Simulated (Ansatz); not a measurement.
Dissociation curve of SMILES [O]=[Ti]([Cl])[Cl], singlet. The Ti1–Cl4 bond (Ti1 also carries Cl, O; Cl4 carries nothing else) is stretched with both fragments frozen at the PBE0/def2-TZVP optimised geometry.

- RKS-PBE0 = Ansatz (a first-principles code) with restricted PBE0/def2-TZVP
- UKS-PBE0 = Ansatz with unrestricted PBE0/def2-TZVP

Energies relative to the lowest point of each curve near equilibrium, in kcal/mol:

```json
[
 {"R / Å": "1.82", "RKS-PBE0": "51.1"},
 {"R / Å": "2.18", "RKS-PBE0": "0.3"},
 {"R / Å": "2.22", "RKS-PBE0": "0.0"},
 {"R / Å": "2.30", "RKS-PBE0": "1.0"},
 {"R / Å": "2.39", "RKS-PBE0": "4.0"},
 {"R / Å": "2.49", "RKS-PBE0": "8.9"},
 {"R / Å": "2.93", "RKS-PBE0": "37.1"},
 {"R / Å": "3.25", "RKS-PBE0": "56.9"},
 {"R / Å": "3.66", "RKS-PBE0": "77.9"},
 {"R / Å": "4.14", "RKS-PBE0": "95.9"},
 {"R / Å": "5.43", "RKS-PBE0": "117.6"},
 {"R / Å": "6.46", "RKS-PBE0": "123.8"}
]
```

### Question
Estimate the UKS-PBE0 values at these points.

### Answer
1.82: 51.1; 2.18: 0.3; 2.22: 0.0; 2.30: 1.0; 2.39: 4.0; 2.49: 8.9; 2.93: 37.1; 3.25: 56.9; 3.66: 77.4; 4.14: 89.9; 5.43: 99.2; 6.46: 101.3 (kcal/mol).

The restricted form behind RKS-PBE0 keeps the bonding electrons paired and can't separate into open-shell fragments. The unrestricted determinant behind UKS-PBE0 is spin-contaminated at 3.66 to 6.46 Å (<S²> up to 0.8, against 0.00 for a pure singlet).
